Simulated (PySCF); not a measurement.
Working with the constants of BrF

RHF-CCSD(T) constants of BrF, ¹Σ⁺ (singlet), closed shell (PySCF, no relativity, basis sets Br pcseg-1, F pcseg-1; masses 78.9183 and 18.9984 u):

```
ωe              : 618.0 cm⁻¹
ωexe            : 4.01 cm⁻¹
Be              : 0.32883 cm⁻¹
αe              : 0.00254 cm⁻¹
D (centrifugal) : 3.72e-07 cm⁻¹
De to Br + F    : 2.04 eV
```

Estimate the standard entropy (1 bar) and heat capacity of the ideal gas at 500 K, rigid rotor with B0 and harmonic oscillator at the fundamental.

Translation (Sackur–Tetrode, M = 97.92 u): 176.8 J/(mol K). Rotation: q = kT/(σB0) = 1060 with σ = 1, 66.2. Vibration: x = hcν0/kT = 1.76, 4.63. S° = 247.6 J/(mol K); Cp = 7R/2 + 6.47 = 35.6 J/(mol K).

Correlated steps freeze 10 core orbitals. Correlated levels converge slowly with the basis: in double zeta they bind strong bonds too weakly, by up to about 1 eV, and carry superposition errors of some tenths. Where the molecule has an RHF reference, its open-shell atoms are computed with UHF.
